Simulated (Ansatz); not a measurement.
`[F][Sn][SH]` + NH₃ → `[NH2][Sn][SH]` + H–F at 298.15 K and 1 bar (ligand exchange at the Sn–F bond).

Computed with Ansatz on PBE0-D4/def2-TZVP structures; ΔE is electronic, products minus reactants. CCSD(T)/CBS adds triple-zeta CCSD(T) − MP2 to the extrapolated MP2 energy (def2 sets, frozen cores). This one scheme is used for every species. Elements past krypton have def2 core potentials. For Sn outer-core shells are correlated without core-valence functions, which leaves a few kJ/mol of doubt a bond. One conformer a species, not always the lowest.

```csv
species,CCSD(T)/CBS energy (Eh),H − E (kJ/mol),S (J/(mol·K))
`[F][Sn][SH]`,-712.27458,42.5,307.5
NH₃,-56.50880,100.5,192.4
`[NH2][Sn][SH]`,-668.36522,106.2,320.3
H–F,-100.39570,33.5,173.6
```

H − E and S are ideal-gas, rigid-rotor, harmonic terms from PBE0-D4/def2-TZVP, for one conformer and one mirror image of each species. 1 Eh = 2625.50 kJ/mol, R = 8.31446 J/(mol·K).

**Question.** By hand: ΔE, ΔH, ΔS and ΔG.

**Answer.** ΔE = (-668.36522) + (-100.39570) − (-712.27458) − (-56.50880) = 0.02246 Eh = 59.0 kJ/mol. Δ(H − E) = 106.2 + 33.5 − 42.5 − 100.5 = -3.3, so ΔH = 55.7 kJ/mol. ΔS = 320.3 + 173.6 − 307.5 − 192.4 = -6.0 J/(mol·K). ΔG = 55.7 − 298.15 × (-6.0)/1000 = 57.5 kJ/mol.

**Question.** By hand: the equilibrium constant, and the temperature at which ΔG would vanish if ΔH and ΔS stayed fixed.

**Answer.** log₁₀ K = −ΔG/(RT ln 10) = -10.1. ΔH and −TΔS have one sign here, so there is no such temperature.

The number of gas molecules stays the same, so ΔS is small and ΔH decides. A doubt of 5 kJ/mol in ΔE shifts log₁₀ K by 0.9 here. Other conformers and mirror images would add mixing entropy, several J/(mol·K) or more a flexible species. These are equilibria of isolated gas molecules and say nothing of rates. Largest T1 diagnostic: 0.016 (customary marks: 0.02 for closed shells, 0.045 for open ones).

ΔS is within the doubt of such terms, so its sign, and with it that verdict, could turn.
